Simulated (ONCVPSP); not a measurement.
# Varying the ONCV potential for Ru

Base potential:

```
Element                 : ruthenium (Ru)
Generator               : ONCVPSP 4.0.1
Type                    : optimised norm-conserving Vanderbilt (ONCV)
Functional              : PBE
Relativity              : scalar-relativistic
Frozen core             : [Ar] 3d10
Valence charge          : 16
Reference configuration : 4s2 4p6 4d7.5 5s0.5
Partial waves           : 4s+5s: rc 1.80 bohr, ncon 4, nbas 7, qcut 5.4 1/bohr, 2 projectors; 4p: rc 1.55 bohr, ncon 4, nbas 8, qcut 8.2 1/bohr, 3 projectors, debl 2.4 Ha; 4d: rc 1.70 bohr, ncon 4, nbas 9, qcut 9.1 1/bohr, 2 projectors, debl 3.1 Ha
Local potential         : polynomial inside 1.00 bohr (lpopt 4, dvloc0 0 Ha)
Core correction         : none
```

Cutoffs, loose and tight: the cutoffs (Ha) at which the residual kinetic energy of the hardest occupied pseudo-wave falls to 1 and 0.1 mHa per electron. They do not see the model core or the augmentation charge, which bear on the density cutoff. Test errors are all-electron minus pseudo excitation energies from the reference, over the configurations 4s2 4p6 4d7 5s1; 4s2 4p6 4d7 5s0; 4s2 4p6 4d6 5s0; 4s2 4p6 4d7 5s0.5. A dash means not determined; rows that change the core or the reference have their own tests.

| change | outcome | cutoff, loose | cutoff, tight | bound ghosts | GHOST(+) flags above zero | largest test error (meV) |
| --- | --- | --- | --- | --- | --- | --- |
| base | generated | 25 Ha | 30 Ha | none | s | -1.1 |
| local potential polynomial inside 1.00 bohr (lpopt 4, dvloc0 -0.5 Ha) | generated | 25 Ha | 30 Ha | none | s | -1.1 |
| s: qcut 3.3; p: qcut 5; d: qcut 5.5 | generated | 56 Ha | 105 Ha | none | s | -0.7 |
| s: rc 1.54 | generated | 31 Ha | 52 Ha | none | s | -1.2 |
| all radii scaled by about 0.91 (s 1.64, p 1.40, d 1.54 bohr); local potential polynomial inside 0.90 bohr (lpopt 4, dvloc0 0 Ha) | generated | 26 Ha | 43 Ha | none | s | -1.2 |
| p: qcut 8.1 | generated | 25 Ha | 30 Ha | none | s | -1.1 |
| core correction Teter function, fcfact 2.5, rcfact 1.35 | generated | 25 Ha | 30 Ha | none | s | -1.0 |
| s: ncon 5, nbas 8 | generated | 25 Ha | 48 Ha | none | s | -1.2 |
| s: rc 2.6 | generated | 25 Ha | 30 Ha | none | none | -1.8 |

What comes out with this change to the base: d: rc 1.55, qcut 10, nproj 0; local potential the d channel?

outcome: generated; cutoff, loose: 26 Ha; cutoff, tight: 33 Ha; bound ghosts: none; GHOST(+) flags above zero: none; largest test error (meV): -0.5.
